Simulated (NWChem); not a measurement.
Species: CH4BeO; SMILES [BeH][O]C

```xyz
7

Be    -0.0047     1.6443    -0.0006
H     -0.0209     2.9833    -0.0018
O      0.0121     0.2413     0.0013
C     -0.0047    -1.1423    -0.0005
H      0.9284    -1.5576     0.4430
H     -0.8630    -1.5363     0.5894
H     -0.0938    -1.5434    -1.0355
```
Atoms are numbered in this order, from 1.

Computed with NWChem. Medium grid unless said otherwise, to which SCAN and Minnesota functionals are sensitive. Geometry: optimised at PBE-D3(BJ)/def2-SVP. Hybrids' shares of exact exchange are those that their runs print; pure functionals count as 0. The functionals differ in more than this share.

```
row               share of exact exchange  orbital gap (eV)
----------------  -----------------------  ----------------
PBE/def2-TZVP                        0.00              6.72
BP86/def2-TZVP                       0.00              6.84
B3LYP/def2-TZVP                      0.20              8.36
MPW1K/def2-TZVP                      0.43             10.26
M05-2X/def2-TZVP                     0.56          withheld
```

**Question.** Fit a straight line of the last column on the one before it, predict the withheld value, and compare with the run.

**Answer.** 
1. Means of the 4 shown rows: x = 0.158, y = 8.045. Slope Σ(x − x̄)(y − ȳ)/Σ(x − x̄)² = 1.015/0.1257 = 8.080; intercept 6.772.
2. The shown rows scatter about the line by 0.046 (root mean square); the largest residual is +0.07, at BP86/def2-TZVP.
3. At x = 0.56 (M05-2X/def2-TZVP; beyond the shown range) the line gives 11.30.
4. The run gives 11.46, +0.16 from the line, 3.5 times the scatter.
